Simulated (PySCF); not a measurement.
**Heteronuclear NMR**

Bonds (- single, = double, # triple, : aromatic): C1=C2 1.321 Å, C2-C3 1.485 Å, C3-F4 1.393 Å, C3-Si5 1.933 Å. C1 carries H6, H7; C2 carries H8; C3 carries H9; Si5 carries H10, H11, H12. Stereochemistry as in C=C[C@H](F)[SiH3]. H7 is cis to C3; H6 is trans to C3.

- GFN2-xTB geometry
- σ from GIAO-PBE0/pcSseg-1
- program: PySCF 2.14
- one conformer, relativity neglected, isolated molecule, one averaged value for each set of equivalent atoms

Question: What are the 19F shifts?

Answer: 
| atoms | environment | σ (ppm) | δ (ppm) |
| --- | --- | --- | --- |
| F4 | fluorine on an sp3 carbon | 417.3 | -216.0 |

Shieldings were converted by a linear fit to measured shifts: 19F (scatter 6.0 ppm rms, 7.0 ppm with the 5 outliers that the fit left out vs CFCl3, solution or neat liquid, with a term for F on sp3 carbon). A few per cent of atoms miss by over 2 rms, more outside the fitted compound classes.

On a 300 MHz spectrometer 19F resonates near 282.3 MHz, so 1 ppm is 282.3 Hz.

Question: What are the 29Si shifts?

Answer: 
| atoms | environment | σ (ppm) | δ (ppm) |
| --- | --- | --- | --- |
| Si5 | silicon bonded to C, 3 H | 414.3 | -60.5 |

Shieldings were converted by a linear fit to measured shifts: 29Si (scatter 8.9 ppm rms, 25.8 ppm with the 6 outliers that the fit left out vs TMS, solution or neat liquid). Occasional misses reach two or three times the rms, and more in compound classes unlike the fitted ones.

On a 300 MHz spectrometer 29Si resonates near 59.6 MHz, so 1 ppm is 59.6 Hz.
